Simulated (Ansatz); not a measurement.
`O[BH][AlH2]` + CH₃NH₂ → `CNBO` + `[AlH3]` at 700 K and 1 bar (cleavage of the B–Al bond).

Gas-phase electronic energies from Ansatz, PBE0-D4/def2-TZVP geometries. CCSD(T)/CBS is the MP2 limit (def2-TZVPP, def2-QZVPP) plus CCSD(T) − MP2 in def2-TZVPP, frozen cores. This one scheme is used for every species. One conformer a species, not always the lowest.

```json
{"species": "`O[BH][AlH2]`", "CCSD(T)/CBS energy (Eh)": "-344.38728", "H − E (kJ/mol)": "161.6", "S (J/(mol·K))": "379.0"}
{"species": "CH₃NH₂", "CCSD(T)/CBS energy (Eh)": "-95.75281", "H − E (kJ/mol)": "207.6", "S (J/(mol·K))": "296.6"}
{"species": "`CNBO`", "CCSD(T)/CBS energy (Eh)": "-196.42143", "H − E (kJ/mol)": "281.5", "S (J/(mol·K))": "390.1"}
{"species": "`[AlH3]`", "CCSD(T)/CBS energy (Eh)": "-243.78045", "H − E (kJ/mol)": "80.2", "S (J/(mol·K))": "251.4"}
```

H − E and S are ideal-gas, rigid-rotor, harmonic terms from PBE0-D4/def2-TZVP, for one conformer and one mirror image of each species. 1 Eh = 2625.50 kJ/mol, R = 8.31446 J/(mol·K).

By hand: ΔE, ΔH, ΔS and ΔG.

ΔE = (-196.42143) + (-243.78045) − (-344.38728) − (-95.75281) = -0.06179 Eh = -162.2 kJ/mol. Δ(H − E) = 281.5 + 80.2 − 161.6 − 207.6 = -7.5, so ΔH = -169.7 kJ/mol. ΔS = 390.1 + 251.4 − 379.0 − 296.6 = -34.1 J/(mol·K). ΔG = -169.7 − 700 × (-34.1)/1000 = -145.8 kJ/mol.

By hand: the equilibrium constant, and the temperature at which ΔG would vanish if ΔH and ΔS stayed fixed.

log₁₀ K = −ΔG/(RT ln 10) = 10.9. ΔG = 0 at ΔH/ΔS = 4977 K, far beyond where these terms or the molecules hold.

ΔH outweighs TΔS. A doubt of 5 kJ/mol in ΔE shifts log₁₀ K by 0.4 here. Other conformers and mirror images would add mixing entropy, several J/(mol·K) or more a flexible species. These are equilibria of isolated gas molecules and say nothing of rates. Largest T1 diagnostic: 0.014 (customary marks: 0.02 for closed shells, 0.045 for open ones).
